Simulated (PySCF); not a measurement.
Fe (iron, neutral): UHF calculation

Configuration: [Ar] 3d6 4s2, high-spin 5D determinant. All numbers are calculated (PySCF 2.14, the non-relativistic Hamiltonian (point nucleus), in aug-cc-pVDZ (7s6p4d2f, 59 functions)).

```
Total energy                                                  : -1262.451471 hartree
One-electron energy                                           : -1744.5309 hartree
Hartree (Coulomb) energy                                      : 536.4939 hartree
Exchange energy                                               : -54.4145 hartree
Kinetic energy                                                : 1262.53152 hartree
⟨S²⟩                                                          : 6.0160
⟨L²⟩                                                          : 6.018
Sum of ⟨r⟩                                                    : 21.88 bohr
Sum of ⟨r²⟩                                                   : 41.24 bohr²
Traceless quadrupole moment −½Σ⟨3z² − r²⟩ along its main axis : 0.223 e·bohr²
Density at the nucleus (Gaussians lack the cusp)              : 11800 bohr⁻³
Spin density at the nucleus                                   : 1.13 bohr⁻³
Langevin diamagnetic susceptibility                           : -32.7 ×10⁻⁶ cm³/mol
Time after the integrals                                      : 0.58 s of wall time on 1 thread of Intel(R) Xeon(R) Platinum 8259CL CPU @ 2.50GHz (shared host)
```

| shell | electrons | mean orbital energy (hartree) | spread (hartree) | rms radius, mean of both spins (bohr) |
| --- | --- | --- | --- | --- |
| 1s α | 1 | -261.37423 | 0 | 0.0685 |
| 1s β | 1 | -261.37101 | 0 | 0.0685 |
| 2s α | 1 | -31.99884 | 0 | 0.292 |
| 2s β | 1 | -31.87317 | 0 | 0.292 |
| 2p α | 3 | -27.47579 | 0.03401 | 0.262 |
| 2p β | 3 | -27.35237 | 0.00053 | 0.262 |
| 3s α | 1 | -4.34991 | 0 | 0.880 |
| 3s β | 1 | -3.99763 | 0 | 0.880 |
| 3p α | 3 | -2.95870 | 0.07484 | 0.940 |
| 3p β | 3 | -2.53413 | 0.05157 | 0.940 |
| 3d α | 5 | -0.68852 | 0.08707 | 1.23 |
| 3d β | 1 | -0.48159 | 0 | 1.23 |
| 4s α | 1 | -0.27815 | 0 | 3.52 |
| 4s β | 1 | -0.24193 | 0 | 3.52 |
